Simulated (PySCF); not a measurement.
Run record: geometry optimisation, `N#C[Se]C1=CC=C(Cl)C=C1`.

Computed with PBE0-D3(BJ)/def2-SVP geometry optimisation, gas phase (PySCF 2.14.0). Start geometry: GFN2-xTB. The input is one job of a driver script: a line of settings, then coordinates in Å.

Input:
```
{"job": {"xc": "PBE0", "basis": "def2-SVP", "d3": "d3bj", "grid": 1, "maxiter": 30, "shake": 0.01, "kind": "geom"}, "charge": 0, "multiplicity": 1}
N      3.918790     1.321290    -0.703890
C      3.336090     0.368410    -0.469650
Se     2.487720    -1.197580    -0.098520
C      0.731170    -0.534810     0.006720
C     -0.297130    -1.471360     0.290960
C     -1.616070    -1.055330     0.385410
C     -1.919990     0.272610     0.181380
Cl    -3.558750     0.791210     0.283780
C     -0.942220     1.207520    -0.091150
C      0.375910     0.794250    -0.186690
H     -0.046160    -2.505730     0.469860
H     -2.382650    -1.772760     0.621050
H     -1.227280     2.247100    -0.279770
H      1.133420     1.520100    -0.417250
```

Output:
```
step   0  E = -3184.15026704  max force = 0.044675
step   1  E = -3184.15362632  max force = 0.007406
step   2  E = -3184.15375286  max force = 0.002432
step   3  E = -3184.15377992  max force = 0.001498
step   4  E = -3184.15379810  max force = 0.000670
step   5  E = -3184.15379475  max force = 0.000808
step   6  E = -3184.15379732  max force = 0.000545
step   7  E = -3184.15379416  max force = 0.000273
step   8  E = -3184.15379225  max force = 0.000165
optimisation converged
```

Energies in Eh; «max force» is the largest Cartesian gradient component in Eh/bohr.

**Question.** How much energy does the optimisation release, in eV?

**Answer.** E(step 0) − E(last step) = 0.003525 Eh, which is 0.096 eV.

**Question.** Give the first gradient maximum in eV/Å.

**Answer.** With 1 Eh/bohr = 51.422 eV/Å, 2.297 eV/Å.

Main results: final energy -3184.15379 Eh after 8 steps; dipole 3.21 D.

**Question.** Give the final coordinates.

**Answer.** 0.033 Å rms from the input after alignment:
```
atom  x, y, z in Å
N1     2.3089    1.2578   -0.1927
C2     1.6975    0.2905    0.0100
Se3    0.7683   -1.2492    0.3238
C4    -0.9933   -0.4948    0.4046
C5    -2.0245   -1.3881    0.7047
C6    -3.3375   -0.9348    0.7770
C7    -3.6126    0.4136    0.5515
Cl8   -5.2427    0.9814    0.6405
C9    -2.5845    1.3070    0.2545
C10   -1.2704    0.8530    0.1795
H11   -1.8155   -2.4459    0.8859
H12   -4.1502   -1.6244    1.0098
H13   -2.8143    2.3595    0.0809
H14   -0.4693    1.5577   -0.0538
```

**Question.** How long does this job take on one thread, Arm Neoverse V2 (aarch64) (shared host)? And the peak memory of the process?

**Answer.** About 3.1 min, with 0.84 GiB resident at the peak, the Python interpreter and its libraries included.
Labels such as C1 count atoms from 1, the log's own numbers from 0.
